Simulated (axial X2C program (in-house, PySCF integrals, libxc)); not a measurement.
# Density and ELF of ZrBr⁻

Calculated with an axial X2C code built on PySCF integrals. Two-component (2c) means X2C with spin–orbit coupling and atomic mean-field two-electron Coulomb and Gaunt terms. Basis: Zr dyall-acv3z [12s13p10d6f3g], Br dyall-acv3z [9s10p7d5f1g] (cores contracted in-house); Gaussian nuclei, density fitting, unrestricted open shells. Masses: Zr 89.905 u, Br 78.918 u.

PBE0, with spin–orbit coupling, state Ω = 1 (⟨Sz⟩ = 1.00, ⟨Lz⟩ = 0.00 at PBE0); Zr at z = 0, Br at z = 2.665 Å.

The maps cover the half plane through the axis: z from -2.4 to 4.8 Å along the bond, ρ from 0.15 to 2.25 Å away from it (steps of 0.3 Å, the bottom row nearest the axis).

log10 of the density in e/bohr³:

digits 0 to 9 span -4.12 to 1.60 evenly
```
1122222222222222222111000
1222223333322222222221100
2222333333333333333322110
2223334444333334444433211
2233334555443444555443321
2333345666544455555544321
2333456676654556676554322
2333456898654556898654332
```

Electron localisation function (collinear form, no current term, damped to 0 at low density):

digits 0 to 9 span 0.00 to 1.00 evenly
```
7777666665421000111100000
8887666665421012333321000
9987544555311124566543100
9986322454211256777764210
9984102465201477888876420
9983014787401677546887521
9972147424721774231587531
9973277444752771726277631
```

Axial spin density in 10⁻³ e/bohr³:

digits 0 to 9 span -6.04 to 6.04 evenly, values beyond are clipped
```
4444556666655555555544444
4444557888765555555444444
4334468999976555554444444
3333479999986555544444444
3222379999996554444444444
2211159999975554344444444
2100059999976543344344444
2100099595997643435334444
```

Density functionals use the spin component along the axis (collinear). The state is one determinant with fixed occupations, lowest in a PBE0 search at one distance only: followed along the bond, the 2c determinant Ω = 2 reaches 0.07 eV lower at PBE0, at Re = 2.600 Å, so the state shown is not the lowest. With several unpaired electrons one determinant need not be a pure state. Open-shell Ω = 0 determinants with evenly filled partner blocks cannot be reached by this program, so the Ω shown need not be the lowest component. The highest occupied level of some functionals is positive through self-interaction error; at Hartree–Fock it is bound. The determinant is spin-polarised beyond a pure state at some levels (its spin-free form has ⟨S²⟩ too high), which makes Re and μ there less reliable.
